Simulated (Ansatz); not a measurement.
Compare A (`OCN[SiH2]O`) with its isomer B (`CN[SiH](O)O`).

Gas-phase electronic energies from Ansatz, PBE0-D4/def2-TZVP geometries. CCSD(T)/CBS is the MP2 limit (def2-TZVPP, def2-QZVPP) plus CCSD(T) − MP2 in def2-TZVPP, frozen cores. Functionals use def2-TZVPP. B3LYP here is the variant with VWN-RPA as its local correlation; programs differ in this. Each species was taken in one conformer, which may not be the lowest.

Which is lower in electronic energy at CCSD(T)/CBS, and by how much? (Best estimate.)

The calculation gave: B, by 42.1 kcal/mol.

Give E(B) − E(A) in kcal/mol with r2SCAN-D4, CCSD(T)/def2-TZVPP, PBE-D4, B3LYP-D4, B2PLYP, HF/def2-TZVPP, B3LYP. (Best estimate.)

Computed: r2SCAN-D4 -41.3, CCSD(T)/def2-TZVPP -41.0, PBE-D4 -38.3, B3LYP-D4 -40.8, B2PLYP -41.5, HF/def2-TZVPP -42.9, B3LYP -40.8. None reverses the order clearly.

Largest T1 diagnostic: 0.011.

From PBE to PBE0 (25 % exact exchange), in def2-TZVPP and without D4, E(B) − E(A) moves by −1.6 kcal/mol.
